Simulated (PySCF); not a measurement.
Below is a simulated gas-phase C 1s photoelectron spectrum of `C=[CH][GeH2][c]1ccccc1`.

Every computed line was given a Gaussian of 0.6 eV full width at half maximum and an area set by the number of equivalent atoms; the highest printed point is 100. Theory: delta-SCF UKS SCAN, pcX-2 on the ionised atom, pcseg-1 elsewhere, spin-free X2C (PySCF).

binding energy (eV), intensity and a bar:
```
    289.0          0 
    289.1          0 
    289.2          1 
    289.3          2 #
    289.4          5 ##
    289.5         11 ###
    289.6         21 ######
    289.7         36 ###########
    289.8         55 ################
    289.9         75 ######################
    290.0         92 ############################
    290.1        100 ##############################
    290.2         96 #############################
    290.3         81 ########################
    290.4         59 ##################
    290.5         38 ###########
    290.6         21 ######
    290.7         10 ###
    290.8          4 #
    290.9          1 
    291.0          0
```

Count the maxima, the lines and the sites behind this envelope.

The curve has 1 maximum (at 290.1 eV). Under it lie 6 lines from 6 inequivalent carbon sites. At this width some lines have no maximum of their own.

Decompose the envelope and assign each component. Numbering: `[CH2:1]=[CH:2][GeH2:3][c:4]1[cH:5][cH:6][cH:7][cH:8][cH:9]1`.

```tsv
position (eV)	relative area	line	atoms	environment
289.83	1	C 1s	C4	substituted aromatic carbon
289.96	1	C 1s	C2	alkene CH carbon
290.14	2	C 1s	C5/C9	aromatic CH carbon
290.18	1	C 1s	C1	terminal =CH2 carbon
290.19	1	C 1s	C7	aromatic CH carbon
290.19	2	C 1s	C6/C8	aromatic CH carbon
```

The listed C 1s values span 0.36 eV, from C4 (bonded to 2 C (aromatic in the SMILES) and Ge) to C6/C8 (bonded to 2 C (aromatic in the SMILES) and H). The widest gap between neighbouring values is 0.18 eV, between 289.96 and 290.14 eV. Summing the Pauling electronegativity differences to the bonded atoms, each weighted by its formal bond order, gives -0.54 for the lowest site and -0.35 for the highest; no listed site has a larger sum than the highest. The smallest sum, -0.89, belongs to C2, 0.13 eV above the lowest. The values 290.14, 290.18, 290.19 and 290.19 eV lie too close for their order to be trusted.

No satellites, vibrations or lifetime broadening are included. Topologically equivalent atoms share the value of their first member; where this conformer doesn't relate them by symmetry, their own values could differ. The unrestricted hole states depart most from a pure doublet (⟨S²⟩ = 0.75; over 0.85 named) for C 1s of C4 (0.85), which makes this value less certain. One conformer (not necessarily the lowest) at the PBE0-D3(BJ)/def2-SVP geometry, without solvent, vibrations or thermal averaging.

The values belong to the conformer `[CH2:1]=[CH:2][GeH2:3][c:4]1[cH:5][cH:6][cH:7][cH:8][cH:9]1`: C1–C2–Ge3–C4 0°, C2–Ge3–C4–C5 83°.
